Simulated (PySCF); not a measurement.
# P: excitation energy

P [Ne] 3s2 3p3 (4S) → P [Ne] 3s1 3p4 (4P), as a difference of total energies. Computed with PySCF 2.14 in dyall-av3z, with the spin-free X2C one-electron Hamiltonian (Gaussian nucleus). Correlated levels: valence: [Ne] frozen; virtual orbitals above 40 to 60 times the deepest correlated orbital energy dropped. The calculations carry no spin-orbit coupling.

```json
{"method": "UHF", "excitation energy (cm⁻¹)": "64295"}
{"method": "LDA", "excitation energy (cm⁻¹)": "65221"}
{"method": "PBE", "excitation energy (cm⁻¹)": "64434"}
{"method": "PBE0", "excitation energy (cm⁻¹)": "65186"}
{"method": "r2SCAN", "excitation energy (cm⁻¹)": "61863"}
{"method": "B3LYP", "excitation energy (cm⁻¹)": "65356"}
{"method": "LC-wPBE", "excitation energy (cm⁻¹)": "65961"}
{"method": "TPSSh", "excitation energy (cm⁻¹)": "64466"}
{"method": "CAM-B3LYP", "excitation energy (cm⁻¹)": "66581"}
{"method": "MP2 (valence)", "excitation energy (cm⁻¹)": "65379"}
{"method": "SCS-MP2 (valence)", "excitation energy (cm⁻¹)": "65619"}
```

Errors of the correlated levels include the incompleteness of this basis and the frozen core.

Task: Which method comes closest to the reference value, and which is furthest?

Result: The reference is 59643 cm⁻¹ (measured; NIST levels, between the centres of gravity of the two terms). Closest: r2SCAN (error 2219.9 cm⁻¹); furthest: CAM-B3LYP (error 6938.6 cm⁻¹).
